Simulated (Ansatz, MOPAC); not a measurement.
Molecule: chloro(chlorosilyl)silane, Si2H4Cl2 (charge 0, singlet). SMILES: Cl[SiH2][SiH2]Cl

Atoms: Cl1, Si2, Si3, Cl4, H5, H6, H7, H8. Bonds: Cl1-Si2, Si2-Si3, Si2-H5, Si2-H6, Si3-Cl4, Si3-H7, Si3-H8.

Bond lengths (Å) and angles (degrees) optimised at AM1 with MOPAC; PM6 with MOPAC; HF/3-21G with Ansatz (an electronic-structure program); PBE/6-31G* with Ansatz; B3LYP/6-31G* with Ansatz; MP2/6-31G* with Ansatz, each started from the B3LYP-D3(BJ)/def2-TZVP structure (Ansatz) of the last column. A row stands for all coordinates that are equal there; 6 of 7 kinds are shown. 6-31G* holds six Cartesian d functions. No wavenumbers were computed at PBE/6-31G*, MP2/6-31G*, so these may be saddle points.

```json
[
 {"coordinate": "Cl1-Si2", "AM1": "2.061", "PM6": "2.119", "HF/3-21G": "2.203", "PBE/6-31G*": "2.092", "B3LYP/6-31G*": "2.091", "MP2/6-31G*": "2.071", "B3LYP-D3(BJ)/def2-TZVP": "2.077"},
 {"coordinate": "Si2-Si3", "AM1": "2.449", "PM6": "2.150", "HF/3-21G": "2.361", "PBE/6-31G*": "2.353", "B3LYP/6-31G*": "2.351", "MP2/6-31G*": "2.337", "B3LYP-D3(BJ)/def2-TZVP": "2.341"},
 {"coordinate": "Si2-H5", "AM1": "1.468", "PM6": "1.489", "HF/3-21G": "1.473", "PBE/6-31G*": "1.498", "B3LYP/6-31G*": "1.484", "MP2/6-31G*": "1.482", "B3LYP-D3(BJ)/def2-TZVP": "1.478"},
 {"coordinate": "Cl1-Si2-Si3", "AM1": "112.0", "PM6": "107.8", "HF/3-21G": "104.8", "PBE/6-31G*": "108.3", "B3LYP/6-31G*": "108.3", "MP2/6-31G*": "107.9", "B3LYP-D3(BJ)/def2-TZVP": "107.6"},
 {"coordinate": "Cl1-Si2-H5", "AM1": "110.5", "PM6": "107.5", "HF/3-21G": "107.1", "PBE/6-31G*": "108.3", "B3LYP/6-31G*": "108.1", "MP2/6-31G*": "108.5", "B3LYP-D3(BJ)/def2-TZVP": "108.3"},
 {"coordinate": "Si3-Si2-H5", "AM1": "107.6", "PM6": "112.6", "HF/3-21G": "112.3", "PBE/6-31G*": "111.2", "B3LYP/6-31G*": "111.3", "MP2/6-31G*": "111.2", "B3LYP-D3(BJ)/def2-TZVP": "111.4"}
]
```

Mean signed difference of all 7 bond lengths from B3LYP-D3(BJ)/def2-TZVP: AM1 0.005 Å, PM6 -0.009 Å, HF/3-21G 0.036 Å, PBE/6-31G* 0.017 Å, B3LYP/6-31G* 0.009 Å, MP2/6-31G* 0.000 Å.
